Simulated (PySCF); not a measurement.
## A search over the determinants of TaB

Unrestricted PBE0; basis Ta def2-TZVPP with ECP60, B def2-TZVPP; scalar-relativistic core potentials; PySCF 2.14. Outer shells of the fragments: Ta 5d3 6s2; B 2s2 2p1.

Followed along the bond (rough minima from three points):

| 2Ms+1 | unpaired | ⟨S²⟩ at the start | R at minimum (Å) | Te (eV) |
| --- | --- | --- | --- | --- |
| 7 | σ ↑↑, π ↑↑, δ ↑↑ | 12.00 | 2.09 | 0.00 |
| 5 | σ ↑↑, π ↑, δ ↑ | 6.22 | 1.98 | 0.17 |
| 5 | σ ↑↑, π ↑, δ ↑ | 6.24 | 1.98 | 0.20 |
| 3 | σ ↑, π ↑ | 2.74 | 1.98 | 0.27 |
| 5 | σ ↑, π ↑↑, δ ↑ | 6.11 | 2.14 | 0.29 |
| 5 | π ↑↑, δ ↑↑ | 6.91 | 2.13 | 0.55 |

Solutions found at the starting distance of 2.175 Å, counted from the lowest of them; the search is not exhaustive and high or unbound solutions are not listed, so other states can lie among these:

```json
{"2Ms+1": "7", "unpaired": "σ ↑↑, π ↑↑, δ ↑↑", "term": "⁷Σ⁺", "E (eV)": "0.00", "⟨S²⟩": "12.00", "⟨Lz²⟩": "0.00", "μ (D)": "-3.21"}
{"2Ms+1": "5", "unpaired": "σ ↑, π ↑↑, δ ↑", "term": "⁵Δ", "E (eV)": "0.23", "⟨S²⟩": "6.11", "⟨Lz²⟩": "4.00", "μ (D)": "-1.47"}
{"2Ms+1": "5", "unpaired": "σ ↑↑, π ↑, δ ↑", "term": "mixed", "E (eV)": "0.40", "⟨S²⟩": "6.22", "⟨Lz²⟩": "4.98", "μ (D)": "-3.83"}
{"2Ms+1": "5", "unpaired": "σ ↑↑, π ↑, δ ↑", "term": "mixed", "E (eV)": "0.42", "⟨S²⟩": "6.24", "⟨Lz²⟩": "5.04", "μ (D)": "-3.79"}
{"2Ms+1": "3", "unpaired": "σ ↑, π ↑", "term": "mixed", "E (eV)": "0.49", "⟨S²⟩": "2.74", "⟨Lz²⟩": "3.01", "μ (D)": "-2.94"}
{"2Ms+1": "5", "unpaired": "π ↑↑, δ ↑↑", "term": "mixed", "E (eV)": "0.50", "⟨S²⟩": "6.91", "⟨Lz²⟩": "0.00", "μ (D)": "-2.67"}
{"2Ms+1": "3", "unpaired": "σ ↑, π ↑↓, δ ↑", "term": "mixed", "E (eV)": "0.69", "⟨S²⟩": "3.38", "⟨Lz²⟩": "6.16", "μ (D)": "-1.92"}
{"2Ms+1": "1", "unpaired": "σ ↑, π ↓", "term": "mixed", "E (eV)": "0.72", "⟨S²⟩": "1.70", "⟨Lz²⟩": "2.88", "μ (D)": "-3.00"}
{"2Ms+1": "3", "unpaired": "σ ↑, π ↑↑, δ ↓", "term": "mixed", "E (eV)": "0.75", "⟨S²⟩": "3.49", "⟨Lz²⟩": "4.36", "μ (D)": "-2.27"}
{"2Ms+1": "3", "unpaired": "σ ↑, π ↑↓, δ ↑", "term": "mixed", "E (eV)": "0.79", "⟨S²⟩": "3.09", "⟨Lz²⟩": "6.05", "μ (D)": "-1.83"}
```

A term symbol is given only where ⟨S²⟩ and ⟨Lz²⟩ are close to those of a pure state; real π, δ and φ orbitals otherwise mix terms. A positive dipole means Ta(−)B(+).

Task: Compare the gap between the two lowest followed solutions at the starting distance with the gap between their minima.

Result: At PBE0 the second solution (quintet, unpaired electrons σ ↑↑, π ↑, δ ↑) lies +0.40 eV from the first (septet, unpaired electrons σ ↑↑, π ↑↑, δ ↑↑) at 2.175 Å and +0.17 eV at the minima; the two curves relax by different amounts, since their minima lie near 1.98 and 2.09 Å.

Spin–orbit coupling is left out. The state is the lowest single determinant that the PBE0 search found; with open d or f shells the true ground state can be another one.
